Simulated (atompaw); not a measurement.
# Which change was made? (Ag, PAW (atompaw))

atompaw 4.2.0.5 input, output lines left out:

```
Ag 47
GGA-PBESOL scalarrelativistic loggrid 1500 logderivrange -3 5 201
5 5 4 0 0 0
5 0 0
5 1 0
0 0 0
c
c
c
c
v
c
c
c
v
c
v
2
2.75 2.25 2.35 1.55
y
-0.5
n
y
1.75
n
y
-0.1
n
custom polynom2 7 10 vanderbiltortho sinc
3 0 ultrasoft
2.75
2.75
2.75
2.75
2.75
1.10
```

Cutoffs, loose and tight: the cutoffs (Ry, on a coarse ladder) from which the occupation-weighted sum of valence levels, in a spherical-Bessel basis at the reference potential, stays within 10 and 1 mRy of its value at 400 Ry. They see the waves, projectors and local potential, not the compensation charge or the core.

The base gives: outcome: generated; cutoff, loose: 30 Ry; cutoff, tight: 60 Ry; bound ghosts: none.

Problem. After one change the result is: outcome: generated; cutoff, loose: 30 Ry; cutoff, tight: 60 Ry; bound ghosts: s, p, d. Which change was it?
A. local potential ultrasoft scheme with l = 3 at 0 Ry, radius 1.62 bohr
B. local potential ultrasoft scheme with l = 3 at 0 Ry, radius 1.94 bohr
C. local potential ultrasoft scheme with l = 3 at 0 Ry, radius 1.16 bohr

Solution. C. The others give: local potential ultrasoft scheme with l = 3 at 0 Ry, radius 1.62 bohr → outcome: generated; cutoff, loose: 30 Ry; cutoff, tight: 60 Ry; bound ghosts: s, d | local potential ultrasoft scheme with l = 3 at 0 Ry, radius 1.94 bohr → outcome: generated; cutoff, loose: 30 Ry; cutoff, tight: 60 Ry; bound ghosts: s.
